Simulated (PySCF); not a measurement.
**V²⁺ (vanadium, charge +2) across methods**

[Ar] 3d2 4s1, high-spin 4F determinant (an excited configuration). Calculation: PySCF 2.14, in aug-cc-pVDZ-DK; the spin-free X2C one-electron Hamiltonian (Gaussian nucleus).

| method | E (hartree) | mean ε 3p β (eV) | mean ε 3d α (eV) | mean ε 4s α (eV) | Σ⟨r²⟩ (bohr²) | ⟨S²⟩ |
| --- | --- | --- | --- | --- | --- | --- |
| revPBE | -948.071 | -65.910 | -28.665 | -20.463 | 21.69 | 3.750 |
| PBE0 | -947.971 | -68.747 | -31.054 | -21.328 | 21.69 | 3.751 |
| LC-wPBE | -947.994 | -71.435 | -33.814 | -23.690 | 21.65 | 3.750 |
| r2SCAN | -948.133 | -66.873 | -29.348 | -20.734 | 21.68 | 3.751 |
| PBE | -947.930 | -65.920 | -28.681 | -20.557 | 21.68 | 3.750 |
| LDA | -945.927 | -65.976 | -28.604 | -20.829 | 21.62 | 3.750 |
| M06-2X | -948.171 | -71.534 | -32.982 | -22.153 | 21.69 | 3.750 |
| UHF | -947.23263 | -75.772 | -37.429 | -23.194 | 22.02 | 3.752 |
| B3LYP | -948.193 | -68.188 | -30.633 | -21.285 | 21.65 | 3.751 |
